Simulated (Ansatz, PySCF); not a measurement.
Spin states of C3MoO3 (SMILES [O+]#[C-]->[Mo](<-[C-]#[O+])<-[C-]#[O+]), each relaxed with B3LYP-D3(BJ)/def2-TZVP.
State 1 (charge 0, multiplicity 3):
```xyz
7

Mo     0.363    -0.522     0.365
O      2.723     0.131    -1.667
C      1.893    -0.129    -0.918
O     -2.067    -1.104     2.358
C     -1.186    -0.907     1.652
O     -1.194     1.624    -1.276
C     -0.635     0.832    -0.663
```
State 2 (charge 0, multiplicity 1):
```xyz
7

Mo     0.402    -0.566     0.357
O      2.752     0.089    -1.692
C      1.936    -0.181    -0.933
O     -2.161    -0.935     2.214
C     -1.215    -0.838     1.572
O     -1.213     1.584    -1.112
C     -0.602     0.771    -0.556
```

Singlets are restricted, other states unrestricted; no spin–orbit coupling, no relativity up to Kr; see below for the cores. The largest T1 diagnostic is 0.027.

Programs: Ansatz (an electronic-structure program); PySCF for the dispersion terms. Values without a source in brackets are computed. In def2 rows elements past Kr take small-core potentials, without spin–orbit coupling.

Question: What energy of the multiplicity-1 state less that of the multiplicity-3 state does wB97X-V/def2-TZVPP give?

Answer: -1.9 kcal/mol

Question: What energy of the multiplicity-1 state less that of the multiplicity-3 state does CAM-B3LYP-D4/def2-TZVPP give?

Answer: 1.6 kcal/mol

Question: What is the computed energy of the multiplicity-1 state less that of the multiplicity-3 state (BHLYP/def2-TZVPP)?

Answer: 2.6 kcal/mol
